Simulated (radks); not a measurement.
Task: Spherical jellium clusters: N electrons in a uniform positive sphere of charge N and radius rs N^(1/3), rs = 4.52 bohr. Method: non-relativistic Kohn-Sham, LDA (Slater exchange, Perdew-Wang correlation), spin-polarised, spherical densities; computed with a radial shooting solver with Libxc functionals. Levels are named by radial order and angular momentum (1s, 1p, 1d, 2s, ...), and open shells are averaged over m. Each electron was tried in the lowest free levels, single moves between levels near the top were tried too, and the lowest total energy was kept; such a search can miss a lower state. Give the order in which the levels fill up to N = 25, the shell closures and the spin along the way.

Result: Shells are first occupied in the order 1s, 1p, 1d, 2s, 1f. Open shells at each N (closed shells left out): 1: 1s(up 1, down 0); 2: none; 3: 1p(up 1, down 0); 4: 1p(up 2, down 0); 5: 1p(up 3, down 0); 6: 1p(up 3, down 1); 7: 1p(up 3, down 2); 8: none; 9: 1d(up 1, down 0); 10: 1d(up 2, down 0); 11: 1d(up 3, down 0); 12: 1d(up 4, down 0); 13: 1d(up 5, down 0); 14: 1d(up 5, down 1); 15: 1d(up 5, down 2); 16: 1d(up 5, down 3); 17: 1d(up 5, down 4); 18: none; 19: 2s(up 1, down 0); 20: none; 21: 1f(up 1, down 0); 22: 1f(up 2, down 0); 23: 1f(up 3, down 0); 24: 1f(up 4, down 0); 25: 1f(up 5, down 0). All shells are closed at N = 2, 8, 18, 20 (there: 1s2 1p6 1d10 2s2). Largest 2S: 5, at N = 13, 25.
